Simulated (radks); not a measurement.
Results of a calculation; reference values are marked as such.
Species: the osmium ion Os4+. Configuration: [Kr] 4d10 4f14 5s1.5 5p6 5d4.5 (fractional occupations, a model configuration). Level of theory: Dirac Kohn-Sham, PBEsol, spin-unpolarised, spherical densities, finite nucleus; open shells are shared between the two j in proportion to 2j + 1; Fermi nuclear charge, rms radius 5.4126 fm (a radial shooting solver on a logarithmic mesh with Libxc functionals).

X-ray form factor f0, the Fourier transform of the density (f0(0) = 72):

| sin(theta)/lambda (1/angstrom) | f0 (electrons) |
|---|---|
| 0.05 | 71.398 |
| 0.1 | 69.683 |
| 0.15 | 67.094 |
| 0.2 | 63.940 |
| 0.25 | 60.520 |
| 0.3 | 57.068 |
| 0.4 | 50.606 |
| 0.5 | 45.037 |
| 0.6 | 40.304 |
| 0.8 | 32.650 |
| 1 | 26.749 |
| 1.25 | 21.449 |
| 1.5 | 18.040 |
| 2 | 14.237 |
